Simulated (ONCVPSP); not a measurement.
## carbon (C): from the effect back to the setting (ONCV)

Base potential:

ONCVPSP 4.0.1 input, shortened (lines: element, Z, core and valence counts, functional; n l f; lmax; l rc ep ncon nbas qcut; lloc lpopt rc5 dvloc0; l nproj debl; icmod fcfact rcfact), LDA (Perdew-Wang 92), scalar-relativistic:

```
  C 6.00    1    2  -001012      upf
    1    0    2.00
    2    0    1.00
    2    1    3.00
    2
    0    0.85    0.00    4    8    8.00
    1    2.15    0.00    4    8    6.90
    2    1.70    0.18    5    9    5.40
    4    5    0.70    0.00
    0    2    0.70
    1    3    2.50
    2    1    1.80
    3    4.75    1.40
```

Cutoffs, loose and tight: the cutoffs (Ha) at which the residual kinetic energy of the hardest occupied pseudo-wave falls to 1 and 0.1 mHa per electron. They do not see the model core or the augmentation charge, which bear on the density cutoff. Test errors are all-electron minus pseudo excitation energies from the reference, over the configurations 2s2 2p2; 2s2 2p1; 2s2 2p0; 2s0 2p4; variants that change the core or the reference have their own tests.

Only the scale of all radii but the core radius (base = 1) is moved (4 further runs of the sweep failed or gave no value and are left out):

```json
{"scale of all radii but the core radius (base = 1)": "1.03", "cutoff, loose": "20 Ha", "cutoff, tight": "122 Ha", "bound ghosts": "s", "largest test error (meV)": "+479", "median size of the test errors": "49.5 meV"}
{"scale of all radii but the core radius (base = 1)": "1.06", "cutoff, loose": "20 Ha", "cutoff, tight": "67 Ha", "bound ghosts": "s", "largest test error (meV)": "+520", "median size of the test errors": "53.0 meV"}
{"scale of all radii but the core radius (base = 1)": "1.14", "cutoff, loose": "21 Ha", "cutoff, tight": "27 Ha", "bound ghosts": "none", "largest test error (meV)": "+618", "median size of the test errors": "61.7 meV"}
{"scale of all radii but the core radius (base = 1)": "1.21", "cutoff, loose": "22 Ha", "cutoff, tight": "27 Ha", "bound ghosts": "none", "largest test error (meV)": "+729", "median size of the test errors": "72.3 meV"}
{"scale of all radii but the core radius (base = 1)": "1.33", "cutoff, loose": "21 Ha", "cutoff, tight": "27 Ha", "bound ghosts": "none", "largest test error (meV)": "+996", "median size of the test errors": "101.1 meV"}
```

Q: One more run gave cutoff, loose: 21 Ha; cutoff, tight: 27 Ha; bound ghosts: none; largest test error (meV): +860; median size of the test errors: 86.3 meV. Which value of the scale of all radii but the core radius (base = 1) was used?

A: 1.27. The median size of the test errors moves one way along this sweep, from 49.5 meV at 1.03 to 101.1 meV at 1.33, which places the run between 1.21 and 1.33.
